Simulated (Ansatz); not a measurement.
Basis sets compared for Si(NH2)Cl3 (SiNCl3H2). The state is a singlet with charge 0. Geometry PBE-D4/def2-SVP. Ansatz on 4 threads of Intel Xeon on a shared host; times are rough, and most runs start from earlier orbitals.

```
atom   x (Å)   y (Å)   z (Å)
 Si1  -0.187   0.485  -0.233
  N2   0.189  -0.993   0.542
  H3   0.796  -0.985   1.365
  H4   0.317  -1.837  -0.021
 Cl5  -0.743   1.838   1.218
 Cl6  -1.727   0.136  -1.557
 Cl7   1.354   1.356  -1.315
```

Binding counts from free atoms (Si triplet, N quartet, H doublet, Cl doublet) in the same basis, without a counterpoise term.

| level | functions | energy (Eh) | HOMO (eV) | LUMO (eV) | binding per atom (eV) | wall time |
| --- | --- | --- | --- | --- | --- | --- |
| HF/STO-3G | 43 | -1704.4303 | -10.42 | 6.00 | 2.66 | 0.5 s |
| HF/6-31G | 65 | -1722.9943 | -12.49 | 2.61 | 1.77 | 1.1 s |
| PBE-D4/def2-SVP | 96 | -1724.8955 | -6.65 | -0.73 | 3.56 | 1.7 s |
| PBE0-D4/def2-SVP | 96 | -1725.0438 | -8.24 | 0.25 | 3.49 | 2.4 s |

Task: Estimate the rows for PBE-D4/def2-TZVP, PBE0-D4/def2-TZVP.

Result: 
```csv
level,functions,energy (Eh),HOMO (eV),LUMO (eV),binding per atom (eV),wall time
PBE-D4/def2-TZVP,191,-1725.5547,-6.91,-1.19,3.60,3.8 s
PBE0-D4/def2-TZVP,191,-1725.6955,-8.40,-0.18,3.53,6 s
```
